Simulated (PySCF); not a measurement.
## Spinor energies of I³⁸⁺ (iodine, charge +38)

Start: [Ne] 3s2 3p3; 3p1/2 filled at m_j = -1/2, +1/2; 3p3/2 filled at m_j = +3/2. Calculated with PySCF 2.14 in an uncontracted even-tempered set (19 s from 7.7 bohr⁻², ratio 2.4; 14 p from 10 bohr⁻², ratio 2.4; 4 d from 37 bohr⁻², ratio 2.6; 4 f from 55 bohr⁻², ratio 2.6): generalised Hartree-Fock with the X2C-1e Hamiltonian and a Gaussian nucleus; one run each with spin-orbit coupling (SO) switched off, then screened by Boettger's factors.

```csv
spinor shell,electrons,"ε, spin-free (eV)","ε, screened SO (eV)",weight of nominal j (screened SO),"rms radius, screened SO (bohr)"
1s1/2,2,-35598.3,-35591.7,1.000,0.0311
2s1/2,2,-7408.8,-7405.8,1.000,0.125
2p1/2,2,-6879.2,-7095.2,1.000,0.107
3s1/2,2,-2863.6,-2862.3,1.000,0.302
3p1/2,2,-2715.4,-2753.7,0.995,0.290
3p3/2,1,-2715.4,-2682.8,1.000,0.298
```

Q: Where does 2p3/2 lie, and what is the 2p spin-orbit splitting (screened SO)?

A: At -6778.6 eV, 316.60 eV above 2p1/2.

| quantity | spin-free | screened SO |
| --- | --- | --- |
| E (hartree) | -5882.18309 | -5886.26271 |
| M_J | 3/2 | 3/2 |
| ⟨J²⟩ | 3.750 | 3.751 |
| ⟨L²⟩ | 0.000 | 2.269 |
| ⟨S²⟩ | 3.750 | 1.643 |

Each row is a mean over spinors that exchange with the open shell spreads, by up to 23.739 eV (3s1/2).

Breit and QED terms are absent; they matter most for the inner s and p1/2 levels.

Densities and radii are taken from the X2C orbitals without a picture-change correction, which distorts them close to the nucleus.

Without spin-orbit coupling the j labels of p, d and f shells carry no meaning; the spin-free column gives the mean over the occupied spinors of each nl shell.
